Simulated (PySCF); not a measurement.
**Removal energies of Ge(4+) from EOM-IP-GCCSD**

Reference: closed-shell Ge(4+), [Ar] 3d10; one electron is removed. Calculated with PySCF 2.14, two-component X2C-1e with screened spin-orbit coupling, x2c-TZVPPall-2c with one added diffuse shell each of s, p, d type (7s8p5d1f, 63 functions); frozen 1s2; all 98 virtual spinors kept. No Breit or QED terms. Binding energies in eV.

```
level  Koopmans
3s1/2    250.05
3p3/2    189.09
3d3/2    92.745
3d5/2    92.111
```

(1) How does correlation move these levels?

For comparison, the ionisation energy of Ge(4+) is 90.5 ± 0.019 eV (measured; NIST Atomic Spectra Database, ionization energies).

Only part of the computed levels is shown.

Gaps of this size point to the basis (7s8p5d1f), which has few functions of high l to correlate and polarise the inner shells.

Where second order misses EOM-CCSD by more than 1 eV, it overshoots the relaxation and correlation of that hole or particle, which higher orders damp.

Results:

(1) 3s1/2: second order 242.64, EOM-CCSD 245.63; 3p3/2: second order 182.84, EOM-CCSD 185.02; 3d3/2: second order 87.208, EOM-CCSD 89.612; 3d5/2: second order 86.655, EOM-CCSD 89.028.
